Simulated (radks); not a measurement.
Values are calculated unless marked as measured or tabulated.
Initial-state core-level shifts of the chlorine ion Cl+ when its valence configuration changes from [Ne] 3s2 3p4. Level of theory: Dirac Kohn-Sham, LDA (Slater exchange, Perdew-Wang correlation), spin-unpolarised, spherical densities, point nucleus; open shells are shared between the two j in proportion to 2j + 1 (a radial shooting solver on a logarithmic mesh with Libxc functionals). Shifts are changes of the shell-averaged eigenvalues in eV (positive: less bound).

| valence | 1s | 2s | 2p |
|---|---|---|---|
| 3s1.5 3p4.5 | -0.631 | -0.640 | -0.625 |
| 3s1 3p5 | -1.245 | -1.265 | -1.236 |
| 3p6 | -2.426 | -2.477 | -2.418 |
